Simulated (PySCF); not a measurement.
**How methods differ on the ionisation energy of Pd**

Pd [Kr] 4d10 (1S) → Pd⁺ [Kr] 4d9 (2D), as a difference of total energies. All numbers are calculated (PySCF 2.14, the spin-free X2C one-electron Hamiltonian (Gaussian nucleus), in x2c-TZVPall (8s6p6d1f, 63 functions)). Correlated levels: valence: [Kr] frozen. The calculations carry no spin-orbit coupling.

```json
{"method": "UHF", "ionisation energy (eV)": "6.316"}
{"method": "M06-2X", "ionisation energy (eV)": "8.393"}
{"method": "PBE0", "ionisation energy (eV)": "8.478"}
{"method": "MP2 (valence)", "ionisation energy (eV)": "8.119"}
{"method": "SCS-MP2 (valence)", "ionisation energy (eV)": "7.922"}
```

How much does correlation contribute at MP2 (valence)?

8.119 − (6.316) = 1.803 eV, measured against UHF.

Errors of the correlated levels include the incompleteness of this basis and the frozen core.

For comparison: 8.512 eV (measured; NIST levels, between the centres of gravity of the two terms).
